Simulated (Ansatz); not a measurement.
Reaction (redistribution): `N[BH][GeH]([OH])[F]` + `N[SiH2]N` → `[NH2][GeH]([OH])[F]` + `NB[SiH2]N`

Computed with Ansatz on PBE0-D4/def2-TZVP structures; ΔE is electronic, products minus reactants. CBS: MP2 limit from def2 TZ/QZ plus the TZ coupled-cluster correction, frozen cores. This one scheme is used for every species. For Ge outer-core shells are correlated without core-valence functions, which leaves a few kJ/mol of doubt a bond. Scalar relativity is left out up to krypton. Each species was taken in one conformer, which may not be the lowest.

`N[BH][GeH]([OH])[F]`:

Cartesian coordinates in Å:
```
N -1.049 -1.451 0.048
B 0.005 -0.835 0.689
Ge 0.294 1.140 0.148
O 1.804 1.481 -0.718
F -1.008 1.381 -1.022
H -1.310 -2.412 0.200
H -1.633 -0.964 -0.615
H 0.677 -1.438 1.472
H 0.175 2.311 1.133
H 2.046 0.787 -1.334
```

`N[SiH2]N`:

```xyz
9

N     1.047    0.617   -0.808
Si    0.193   -0.057    0.513
N    -1.361   -0.525   -0.026
H     1.209    0.094   -1.653
H     1.749    1.321   -0.657
H     0.259    1.014    1.551
H     0.745   -1.307    1.112
H    -1.843   -1.293    0.408
H    -1.998    0.137   -0.440
```

`[NH2][GeH]([OH])[F]`:

Cartesian coordinates in Å:
```
N 0.360 -1.345 0.286
Ge -0.199 0.223 -0.393
O -0.991 1.055 0.939
F 1.098 1.298 -0.861
H 0.863 -1.292 1.160
H 0.812 -1.985 -0.348
H -1.045 0.040 -1.653
H -0.898 2.008 0.871
```

`NB[SiH2]N`:

Cartesian coordinates in Å:
```
N 0.840 1.755 0.886
B 0.889 0.709 -0.025
Si -0.296 -0.911 0.216
N -1.293 -1.355 -1.135
H 1.411 2.582 0.817
H 0.233 1.757 1.689
H 1.651 0.824 -0.948
H 0.535 -2.116 0.511
H -1.196 -0.684 1.393
H -1.905 -0.660 -1.535
H -0.870 -1.901 -1.869
```

```json
{"level": "MP2/def2-TZVPP", "ΔE (kcal/mol)": "16.6"}
{"level": "MP2/def2-QZVPP", "ΔE (kcal/mol)": "17.3"}
```

Question: What does CCSD(T)/CBS give? (Best estimate.)

Answer: Ansatz gave: +17.0 kcal/mol. The listed levels differ from it by -0.4, 0.3 kcal/mol.

Largest T1 diagnostic among the species: 0.013.
